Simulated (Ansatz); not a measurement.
`[OH][Sc]([Cl])[O][SiH3]` + H–F → `[F][Sc]([Cl])[O][SiH3]` + H₂O  (ligand exchange at the Sc–O bond)

Gas-phase electronic energies from Ansatz, PBE0-D4/def2-TZVP geometries. CCSD(T)/CBS adds triple-zeta CCSD(T) − MP2 to the extrapolated MP2 energy (def2 sets, frozen cores). This one scheme is used for every species. DFT in def2-TZVPP. HSE06 is defined as in plane-wave codes. For Sc outer-core shells are correlated without core-valence functions, which leaves a few kJ/mol of doubt a bond. Scalar relativity is left out up to krypton. Each species was taken in one conformer, which may not be the lowest.

`[OH][Sc]([Cl])[O][SiH3]`:

```xyz
9

O    -0.896    2.640    0.314
Sc    0.422    1.506   -0.298
Cl    2.337    2.318   -1.319
O     0.203   -0.344   -0.087
Si   -0.050   -1.942    0.131
H    -1.620    3.157    0.656
H    -1.348   -2.342   -0.478
H     1.038   -2.733   -0.503
H    -0.087   -2.260    1.585
```

H–F:

Z-matrix (Å, degrees):
```
F
H 1 0.920
```

`[F][Sc]([Cl])[O][SiH3]`:

```xyz
8

F    -0.121    2.133    2.423
Sc    0.481    0.527    1.781
Cl    1.798   -0.862    3.065
O    -0.005    0.044    0.049
Si   -0.438   -0.367   -1.477
H    -1.870   -0.034   -1.702
H    -0.241   -1.825   -1.688
H     0.396    0.384   -2.452
```

H₂O:

Cartesian coordinates in Å:
```
O 0.340 0.165 0.094
H 0.199 -0.625 -0.433
H -0.539 0.460 0.340
```

(1) Is it downhill or uphill in electronic energy at CCSD(T)/CBS, and by how much? (An estimate is asked.)

(2) What do these levels give: r2SCAN-D4, PBE0-D4, r2SCANh-D4, r2SCAN0, HSE06, BHLYP, CAM-B3LYP, LC-ωPBE, RPA@PBE/def2-TZVPP, MP2/def2-TZVPP, CCSD/def2-TZVPP, SCS-MP2/def2-QZVPP? (Estimate.)

Largest T1 diagnostic among the species: 0.015.

Results:

(1) Ansatz gave: Downhill: ΔE = -43.7 kJ/mol.

(2) Computed: r2SCAN-D4 -54.8, PBE0-D4 -51.0, r2SCANh-D4 -53.2, r2SCAN0 -51.8, HSE06 -52.4, BHLYP -51.6, CAM-B3LYP -52.9, LC-ωPBE -55.6, RPA@PBE/def2-TZVPP -46.4, MP2/def2-TZVPP -42.8, CCSD/def2-TZVPP -46.0, SCS-MP2/def2-QZVPP -44.8 kJ/mol.

From r2SCAN to r2SCAN0 (25 % exact exchange), in def2-TZVPP and without D4, ΔE moves by +3.6 kJ/mol. In def2-TZVPP, CCSD(T) changes the Hartree–Fock value by +6.2 kJ/mol (the triples alone add +0.5 kJ/mol) and MP2 by +8.9 kJ/mol.
